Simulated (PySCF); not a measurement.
Cartesian coordinates (Å):
```xyz
5

Zn     0.0527    -0.0560    -0.0239
N     -0.5862    -0.4515     1.6437
H      0.1184    -0.5691     2.3829
H     -1.2071    -1.2681     1.7094
H      0.5154     0.4025    -1.4101
```
Charge 0, spin multiplicity 1.

Task: Predict the charge on the central atom (Mulliken), total energy, HOMO–LUMO gap, dipole moment and LUMO from TPSSh-D3(BJ)/def2-TZVP // PBE-D3(BJ)/def2-SVP (PySCF).

Result: 
```json
{
  "charge on the central atom (Mulliken)": "0.27 e",
  "total_energy": "-1835.9636 Ha",
  "HOMO–LUMO gap": "5.59 eV",
  "dipole_moment": "1.13 D",
  "LUMO": "-0.54 eV"
}
```
